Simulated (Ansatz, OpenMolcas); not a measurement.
SnH2F (SMILES [F][SnH2]): the vertical energy of the quartet above the doublet, rung by rung

SnH2F: 4 atoms, total charge 0, spin state doublet. As SMILES, `[F][SnH2]`. The coordinates come from a PBE0-D4/def2-TZVP relaxation.

Quantity: the vertical energy of the quartet above the doublet, in eV. The values are calculated.

| level | kind | program | value (eV) | CPU time (all runs) |
| --- | --- | --- | --- | --- |
| UHF/def2-TZVPP (core potential) | Hartree–Fock | OpenMolcas | 6.55 | 49 s |
| USVWN5/def2-TZVPP (core potential) | LDA | OpenMolcas | 5.90 | 77 s |
| UPBE/def2-TZVPP (core potential) | GGA | OpenMolcas | 5.92 | 1.9 min |
| U-r2SCAN/def2-TZVPP (core potential) | meta-GGA | OpenMolcas | 6.12 | 2.6 min |
| UB3LYP/def2-TZVPP (core potential) | global hybrid | OpenMolcas | 6.32 | 1.8 min |
| UM06-2X/def2-TZVPP (core potential) | hybrid meta-GGA | OpenMolcas | 6.66 | 2.5 min |
| FCI/STO-3G | exact in the basis | Ansatz | 7.02 | 6.9 s |

All-electron rows without a relativistic Hamiltonian named are non-relativistic, while core potentials hold scalar relativity, so basis and relativity change together. Spin-orbit coupling, which can split open shells on such heavy atoms by tenths of an eV, is left out. The values span 5.90 to 7.02 eV. High-level rows in very small sets aren't better than simpler rows in larger ones. Times are those of the runs behind each value, whatever else they computed, on shared processors of several kinds: orders of magnitude only.
